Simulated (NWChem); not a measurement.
System: AlP$_{2}$H$_{5}$O; SMILES [PH2][Al]([PH2])[OH]

```xyz
9

Al     0.3589    -0.0141     0.0479
O      2.0658    -0.1422     0.1896
H      2.6661    -0.1505    -0.5659
P     -0.6758     0.2739    -2.0492
H      0.0465    -0.7809    -2.6831
H     -1.8014    -0.5424    -1.7344
P     -0.7614     0.2299     2.0904
H     -1.8513    -0.6202     1.7392
H     -0.0169    -0.7990     2.7366
```
Atoms are numbered in this order, from 1.

Structure relaxed at the B3LYP/6-31G* (spherical d) level.

Give the principal values of the shielding tensors (ppm) of Al1, O2, P4, P7 from KT2/pcSseg-1, GIAO (NWChem), with their diamagnetic and paramagnetic parts as GIAO splits them.


| atom | σ11 | σ22 | σ33 | isotropic | diamagnetic | paramagnetic |
|---|---|---|---|---|---|---|
| Al1 | 244.9 | 348.1 | 397.4 | 330.1 | 798.9 | -468.8 |
| O2 | 113.4 | 257.2 | 284.3 | 218.3 | 389.0 | -170.7 |
| P4 | 542.2 | 615.3 | 655.6 | 604.3 | 969.5 | -365.2 |
| P7 | 545.3 | 625.1 | 664.5 | 611.6 | 969.4 | -357.8 |
